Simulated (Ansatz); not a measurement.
The first iterations of a band of CH₅BClNO (10 atoms, charge 0, multiplicity 1).

Level of theory: Ansatz 0.2.0, RKS PBE/STO-3G.

```json
{
  "movable images": "2",
  "climbing image": "no",
  "spring": "5.0 eV/Å²",
  "optimiser": "quadratic models (default)",
  "start path": "through a guess of the saddle point",
  "force threshold": "0.05 eV/Å",
  "iteration limit": "60",
  "end points": "relaxed"
}
```

Image 0:

```xyz
10
Properties=species:S:1:pos:R:3
N -1.306 0.616 0.572
B -0.057 0.692 -0.052
Cl 0.839 2.257 0.085
C 0.619 -0.578 -0.740
O 1.598 -1.192 0.214
H -1.749 1.409 1.094
H -1.921 -0.229 0.521
H -0.141 -1.330 -1.083
H 1.225 -0.299 -1.631
H 0.976 -1.398 1.022
```

Image 3:

```xyz
10
Properties=species:S:1:pos:R:3
N -1.468 0.693 0.428
B -0.123 0.560 0.091
Cl 1.019 1.860 0.644
C 0.498 -0.711 -0.642
O 1.421 -1.410 0.304
H -1.864 1.494 0.975
H -2.192 -0.013 0.158
H -0.283 -1.461 -0.902
H 1.019 -0.440 -1.600
H 2.058 -0.624 0.547
```

| iteration | highest image above the first end (eV) | largest band force component (eV/Å) |
| --- | --- | --- |
| 1 | 18.347 | 89.157 |
| 2 | 2.710 | 7.233 |
| 3 | 1.350 | 5.074 |
| 4 | 0.565 | 1.405 |
| 5 | 0.307 | 0.978 |
| 6 | 0.185 | 0.584 |

Question: Does the band converge within its limit, and where does its top end?

Answer: It converged. It ended after 19 iterations with the highest image 0.082 eV above the first end. The dihedral B2–C4–O5–H10 jumps by 122° between images 1 and 2, so the path isn't resolved there. No image climbed, so the highest image needn't sit at the top of the path. So few images can step over the top or miss a turn of the path. Limits of this set-up: minimal basis.

Run time: 65 s on 1 thread of Arm Neoverse V2, with other jobs on the host, peak memory 0.092 GiB.
